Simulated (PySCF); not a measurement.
C₂H₇AlFN.

```xyz
12

Al    -0.6329    -0.9277     0.0000
H     -2.1911    -1.2113     0.0000
F      0.4783    -2.1905     0.0000
N      0.0229     0.7352     0.0000
C      1.4413     1.0455     0.0000
C     -0.8315     1.9076     0.0000
H      1.7356     1.6428    -0.8966
H      1.7356     1.6428     0.8966
H      2.0444     0.1155     0.0000
H     -0.6587     2.5508     0.8967
H     -0.6587     2.5508    -0.8967
H     -1.9031     1.6174     0.0000
```

Geometry: PBE-D3(BJ)/def2-SVP. One conformer was computed; it need not be the lowest.

All values below come from PySCF with PBE/pcSseg-1. Non-relativistic, no solvent.

Computed absolute GIAO shielding of each atom: isotropic value and principal components (ppm):
```tsv
atom	σ(iso)	σ11	σ22	σ33	span
Al1	415.0	378.7	398.3	468.1	89.5
H2	26.6	23.2	24.8	31.9	8.7
F3	324.7	230.0	338.8	405.2	175.2
N4	183.5	100.3	210.0	240.2	139.9
C5	135.9	107.2	124.8	175.7	68.5
C6	138.3	109.2	128.9	176.7	67.6
H7	28.5	24.4	26.2	34.8	10.4
H8	28.5	24.4	26.2	34.8	10.4
H9	27.4	22.7	27.1	32.4	9.6
H10	28.5	24.2	26.4	34.8	10.6
H11	28.5	24.2	26.4	34.8	10.6
H12	27.8	23.7	26.8	33.0	9.3
```
